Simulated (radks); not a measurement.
The oxygen anion O2-, [Ne], held by a Watson sphere: a shell of charge +1.82 at radius R that stands for the Madelung well of a crystal (potential energy -1.82/R inside, -1.82/r outside, in hartree with lengths in bohr). All-electron calculation, non-relativistic Kohn-Sham, LB94 model potential, spin-polarised, spherical densities, point nucleus. Program: a radial shooting solver on a logarithmic mesh with Libxc functionals. Response by self-consistent Sternheimer equations with the Hartree and adiabatic LDA kernel. The sphere does not respond.

| R (bohr) | e(1s) (eV) | e(2s) (eV) | e(2p) (eV) | <r> 2p (bohr) | sum of <r^2> (bohr^2) | X-ray form factor at sin(theta)/lambda = 0.3 1/angstrom | alpha (bohr^3) |
|---|---|---|---|---|---|---|---|
| 1.86 | -530.55 | -25.457 | -11.543 | 1.443 | 20.49 | 4.243 | 12.32 |
| 2.09 | -530.26 | -24.335 | -10.597 | 1.489 | 21.84 | 4.190 | 15.05 |
| 2.13 | -530.20 | -24.154 | -10.440 | 1.496 | 22.07 | 4.183 | 15.57 |
| 2.62 | -529.30 | -22.245 | -8.712 | 1.579 | 24.75 | 4.139 | 23.27 |
| 3.03 | -528.50 | -21.000 | -7.517 | 1.637 | 26.85 | 4.130 | 31.81 |
| 3.75 | -527.22 | -19.351 | -5.869 | 1.721 | 30.36 | 4.130 | 52.80 |
